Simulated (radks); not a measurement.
The numbers below are computed, except where a source is named.
Species: I+. Configuration: [Kr] 4d10 5s2 5p3 7d1 (not the ground configuration).

Level of theory: non-relativistic Kohn-Sham, r2SCAN, spin-unpolarised, spherical densities, point nucleus; meta-GGA in the generalised Kohn-Sham scheme; relativity is left out, which matters for an element this heavy (a radial shooting solver on a logarithmic mesh with Libxc functionals).

Energy parts (eV):
total: -188289.883
kinetic: 188222.634
electron-nucleus: -446057.530
Hartree: 74331.567
exchange-correlation: -4786.554

Orbitals (lengths in bohr, moments of r in powers of bohr; r(max) is where P^2 peaks):
| orbital | occ. | eigenvalue (eV) | r(max) | <r^4> |
|---|---|---|---|---|
| 1s | 2 | -31720.19 | 0.01900 | 3.066e-06 |
| 2s | 2 | -4811.049 | 0.1049 | 0.0005435 |
| 2p | 6 | -4518.566 | 0.08205 | 0.0003541 |
| 3s | 2 | -989.4940 | 0.2983 | 0.02260 |
| 3p | 6 | -866.1720 | 0.2851 | 0.02170 |
| 3d | 10 | -637.9182 | 0.2329 | 0.01769 |
| 4s | 2 | -189.4180 | 0.7078 | 0.6570 |
| 4p | 6 | -145.8907 | 0.7270 | 0.8243 |
| 4d | 10 | -71.8148 | 0.7748 | 1.607 |
| 5s | 2 | -32.6239 | 1.749 | 27.46 |
| 5p | 3 | -22.3978 | 1.959 | 47.29 |
| 7d | 1 | -1.9595 | 15.94 | 86430 |

The highest occupied level is 7d at -1.960 eV. The electron density at the nucleus is 1.051e+05 e/bohr^3.
